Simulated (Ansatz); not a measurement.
Harmonic frequencies (cm⁻¹) at PBE0-D4/def2-TZVP from Ansatz: 42, 137, 242, 300, 356, 585, 764, 838, 978, 1035, 1068, 1174, 1198, 1261, 1296, 1360, 1438, 1482, 1514, 2714, 3018, 3036, 3114, 3133.

Each molecule was computed in one conformer, which needn't be the lowest.

Question: Which molecule is it?
A. `[SiH3][SiH]1O[SiH2]1`
B. `FCOCS`
C. `BCCCl`
D. `FC1=C[CH]1[GeH3]`

Answer: B.
